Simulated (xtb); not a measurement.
Input for xtb: GFN1-xTB on CuNi, 2S+1 = 2, a spin state set in the input, which need not be the lowest, a point of a bond scan (R = 2.125 Å).

```
$ xtb mol.xyz --gfn 1 --sp --chrg 0 --uhf 1
2

Ni     0.00000000     0.00000000     0.00000000
Cu     0.00000000     0.00000000     2.12542500
```

It printed:

```
[...]
           -------------------------------------------------
          |                Calculation Setup                |
           -------------------------------------------------



           -------------------------------------------------
          |                 G F N 1 - x T B                 |
           -------------------------------------------------

        Reference                      10.1021/acs.jctc.7b00118
      * Hamiltonian:
        H0-scaling (s, p, d)           1.850000    2.250000    2.000000
        zeta-weighting                 0.000000
      * Dispersion:
        s8                             2.400000
        a1                             0.630000
        a2                             5.000000
        s9                             0.000000
      * Repulsion:
        kExp                           1.500000
        rExp                           1.000000
      * Coulomb:
        alpha                          2.000000
        third order                    atomic
        anisotropic                    false
      * Halogen bond correction:
        rad-scale                      1.300000
        damping                        0.440000


          ...................................................
          :                      SETUP                      :
          :.................................................:
          :  # basis functions                  20          :
          :  # atomic orbitals                  18          :
          :  # shells                            6          :
          :  # electrons                        21          :
          :  # halogen bonds                     0          :
          :  max. iterations                   250          :
          :  Hamiltonian                  GFN1-xTB          :
          :  restarted?                      false          :
          :  GBSA solvation                  false          :
          :  PC potential                    false          :
          :  electronic temp.          300.0000000     K    :
          :  accuracy                    1.0000000          :
          :  -> integral cutoff          0.2500000E+02      :
          :  -> integral neglect         0.1000000E-07      :
          :  -> SCF convergence          0.1000000E-05 Eh   :
          :  -> wf. convergence          0.2000000E-04 e    :
          :  Broyden damping             0.4000000          :
          :  net charge                          0          :
          :  unpaired electrons                  1          :
          ...................................................

 iter      E             dE          RMSdq      gap      omega  full diag
   1     -8.5482128 -0.854821E+01  0.159E+01    2.97       0.0  T
   2     -8.5885902 -0.403774E-01  0.910E+00    1.83       1.0  T
   3     -8.5913306 -0.274047E-02  0.373E+00    2.45       1.0  T
   4     -8.5911990  0.131633E-03  0.446E-01    2.48       1.0  T
   5     -8.5915198 -0.320837E-03  0.930E-02    2.33       1.0  T
   6     -8.5915249 -0.510803E-05  0.527E-02    2.34       1.3  T
   7     -8.5915270 -0.201167E-05  0.555E-04    2.35     127.5  T
   8     -8.5915270 -0.112372E-10  0.543E-04    2.35     130.2  T
   9     -8.5915270 -0.212825E-09  0.540E-06    2.35   13103.2  T
  10     -8.5915270 -0.230926E-13  0.693E-07    2.35  100000.0  T

   *** convergence criteria satisfied after 10 iterations ***

         #    Occupation            Energy/Eh            Energy/eV
      -------------------------------------------------------------
         1        2.0000           -0.4614823             -12.5576
       ...           ...                  ...                  ...
         5        2.0000           -0.4210376             -11.4570
         6        2.0000           -0.4210376             -11.4570
         7        1.9754           -0.3784257             -10.2975
         8        1.9754           -0.3784257             -10.2975
         9        1.9265           -0.3773367             -10.2679
        10        1.9265           -0.3773367             -10.2679
        11        1.1961           -0.3735885             -10.1659 (HOMO)
        12                         -0.2872258              -7.8158 (LUMO)
        13                         -0.2337907              -6.3618
        14                         -0.2337907              -6.3618
        15                         -0.0740320              -2.0145
        16                          0.1091970               2.9714
       ...                                ...                  ...
        18                          6.3701517             173.3406
      -------------------------------------------------------------
                  HL-Gap            0.0863627 Eh            2.3500 eV
             Fermi-level           -0.3526680 Eh           -9.5966 eV

 SCC (total)                   0 d,  0 h,  0 min,  0.003 sec
 SCC setup                      ...        0 min,  0.000 sec (  2.520%)
 Dispersion                     ...        0 min,  0.000 sec (  0.583%)
 classical contributions        ...        0 min,  0.000 sec (  0.500%)
 integral evaluation            ...        0 min,  0.001 sec ( 28.060%)
 iterations                     ...        0 min,  0.001 sec ( 37.369%)
 molecular gradient             ...        0 min,  0.001 sec ( 26.086%)
 printout                       ...        0 min,  0.000 sec (  4.505%)

         :::::::::::::::::::::::::::::::::::::::::::::::::::::
         ::                     SUMMARY                     ::
         :::::::::::::::::::::::::::::::::::::::::::::::::::::
         :: total energy              -8.586892737714 Eh    ::
         :: gradient norm              0.015697104233 Eh/a0 ::
         :: HOMO-LUMO gap              2.350049920814 eV    ::
         ::.................................................::
         :: SCC energy                -8.591526952263 Eh    ::
         :: -> electrostatic           0.002687217186 Eh    ::
         :: repulsion energy           0.005004294822 Eh    ::
         :: dispersion energy         -0.000370080273 Eh    ::
         :: halogen bond corr.         0.000000000000 Eh    ::
         :: add. restraining           0.000000000000 Eh    ::
         :: total charge               0.000000000000 e     ::
         :::::::::::::::::::::::::::::::::::::::::::::::::::::

           -------------------------------------------------
          |                Property Printout                |
           -------------------------------------------------

    * Orbital Energies and Occupations

         #    Occupation            Energy/Eh            Energy/eV
      -------------------------------------------------------------
         1        2.0000           -0.4614823             -12.5576
         2        2.0000           -0.4227053             -11.5024
         3        2.0000           -0.4227053             -11.5024
         4        2.0000           -0.4217104             -11.4753
         5        2.0000           -0.4210376             -11.4570
         6        2.0000           -0.4210376             -11.4570
         7        1.9754           -0.3784257             -10.2975
         8        1.9754           -0.3784257             -10.2975
         9        1.9265           -0.3773367             -10.2679
        10        1.9265           -0.3773367             -10.2679
        11        1.1961           -0.3735885             -10.1659 (HOMO)
        12                         -0.2872258              -7.8158 (LUMO)
        13                         -0.2337907              -6.3618
        14                         -0.2337907              -6.3618
        15                         -0.0740320              -2.0145
        16                          0.1091970               2.9714
Note: The following floating-point exceptions are signalling: IEEE_DENORMAL
normal termination of xtb
        17                          0.1091970               2.9714
        18                          6.3701517             173.3406
      -------------------------------------------------------------
                  HL-Gap            0.0863627 Eh            2.3500 eV
             Fermi-level           -0.3526680 Eh           -9.5966 eV

  Mulliken/CM5 charges         n(s)   n(p)   n(d)
     1Ni   -0.02230 -0.02230   0.955  0.068  8.999
     2Cu    0.02230  0.02230   0.775  0.284  9.919

Wiberg/Mayer (AO) data.
largest (>0.10) Wiberg bond orders for each atom

 ---------------------------------------------------------------------------
     #   Z sym  total        # sym  WBO       # sym  WBO       # sym  WBO
 ---------------------------------------------------------------------------
     1  28 Ni   1.223 --     2 Cu   1.223
     2  29 Cu   1.223 --     1 Ni   1.223
 ---------------------------------------------------------------------------

Topologies differ in total number of bonds
Writing topology from bond orders to xtbtopo.mol

 dipole moment from electron density (au)
     X       Y       Z
   0.0000   0.0000   0.7392  total (Debye):    1.879


           -------------------------------------------------
          | TOTAL ENERGY               -8.586892737714 Eh   |
          | GRADIENT NORM               0.015697104233 Eh/α |
          | HOMO-LUMO GAP               2.350049920814 eV   |
           -------------------------------------------------

------------------------------------------------------------------------
------------------------------------------------------------------------
 total:
 SCF:
```

The run finished.

Cost: roughly 0.03 core-seconds.
